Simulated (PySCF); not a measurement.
Isomers of C3H11NSi and their computed core-level spectra.

Level of theory: delta-SCF UKS SCAN, pcX-2 on the ionised atom, pcseg-1 elsewhere, spin-free X2C in PySCF. Geometries: PBE0-D3(BJ)/def2-SVP; isolated species, one conformer each.

Line lists (1s up to Mg, 2p3/2 beyond; areas count atoms within a level, one atom standing for each set equivalent by bonding):
1. C 1s: 289.80 eV; N 1s: 404.19 eV; Si 2p3/2: 106.04 eV
2. C 1s: 289.97 (area 2), 291.45 (area 1) eV; N 1s: 404.07 eV; Si 2p3/2: 106.18 eV
3. C 1s: 290.51 (area 1), 291.42 (area 1), 291.47 (area 1) eV; N 1s: 404.16 eV; Si 2p3/2: 106.72 eV
4. C 1s: 290.45 (area 2), 291.53 (area 1) eV; N 1s: 404.20 eV; Si 2p3/2: 106.77 eV

Structures:
A. `CCN(C)[SiH3]` (Si(NMeEt)H3)
B. `CC(N[SiH3])C` (SiH3(NHiPr))
C. `N[Si](C)(C)C` (Si(NH2)Me3)
D. `CN[SiH](C)C` (SiHMe2(NHMe))

Question: Match each list to its structure.

Answer: 
- 1 = C: no other candidate has these counts of sites. C 1s: 289.80 carbon bonded to Si and 3 H (×3); N 1s: 404.19 nitrogen bonded to Si and 2 H; Si 2p3/2: 106.04 silicon bonded to 3 C and N.
- 2 = D: another candidate has the same counts of sites, so positions decide. C 1s: 289.97 carbon bonded to Si and 3 H (×2), 291.45 carbon bonded to N and 3 H; N 1s: 404.07 nitrogen bonded to C, Si and H; Si 2p3/2: 106.18 silicon bonded to 2 C, N and H.
- 3 = A: no other candidate has these counts of sites. C 1s: 290.51 carbon bonded to C and 3 H, 291.42 carbon bonded to C, N and 2 H, 291.47 carbon bonded to N and 3 H; N 1s: 404.16 nitrogen bonded to 2 C and Si; Si 2p3/2: 106.72 silicon bonded to N and 3 H.
- 4 = B: another candidate has the same counts of sites, so positions decide. C 1s: 290.45 carbon bonded to C and 3 H (×2), 291.53 carbon bonded to 2 C, N and H; N 1s: 404.20 nitrogen bonded to C, Si and H; Si 2p3/2: 106.77 silicon bonded to N and 3 H.

The 2p values add to the ΔSCF energy of one spin-free hole a correction within the shell (spin–orbit coupling, ligand field).
